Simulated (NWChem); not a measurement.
Molecule: SnH4O; SMILES [OH][SnH3]

Computed with NWChem. Geometry: optimised at PBE-D3(BJ)/def2-SVP. def2 effective core potentials on Sn; no spin-orbit coupling. Ions are spin-unrestricted doublets at the neutral geometry; other ion states weren't tried. Functional: LC-ωPBE (HJS hole) with def2-SVP; rows give the range parameter ω in 1/bohr.

```
range parameter (1/bohr)  vertical ionisation energy, ΔSCF (eV)  −ε(HOMO) (eV)  ΔSCF minus −ε(HOMO) (eV)
------------------------  -------------------------------------  -------------  ------------------------
0.05                                                      10.01           6.99                      3.02
0.25                                                      10.40           9.49                      0.91
0.30                                                      10.54           9.95                      0.59
0.35                                                      10.65          10.36                      0.29
0.60                                                      10.79          11.70                     -0.91
```
